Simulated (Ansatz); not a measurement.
Series B-XY, Y = chloro, computed as singlets and as triplets. Gas-phase values, no solvent. One relaxed conformer stands for each flexible species; it need not be the lowest. Strings in code marks are SMILES.

Quantity: adiabatic spin-state energy, in kcal/mol. The DFT solution of `[BH-]Cl` is unstable or spin-contaminated; the geometry comes from it. HF references are unrestricted for open shells and restricted for singlets. The restricted reference of `Cl[B-]Cl`, `S[B-]Cl` and `[BH-]Cl` is unstable towards unrestricted orbitals.

A: `S[B-]Cl`: multiplicity 3 minus multiplicity 1
B: `Cl[B-]Cl`: multiplicity 3 minus multiplicity 1
C: `[BH-]Cl`: multiplicity 3 minus multiplicity 1

Q: Order them by adiabatic spin-state energy (lowest first) at the level composite: frozen-core CCSD(T) with HF/aug-cc-pVQZ and the correlation energy extrapolated as X^-3 from aug-cc-pVTZ and aug-cc-pVQZ, plus CCSDT(Q) minus CCSD(T) in aug-cc-pVDZ // B3LYP-D3(BJ)/def2-TZVPD (Ansatz, a quantum-chemistry and plane-wave program).

A: C (12.4 kcal/mol), A (24.3 kcal/mol), B (27.9 kcal/mol)
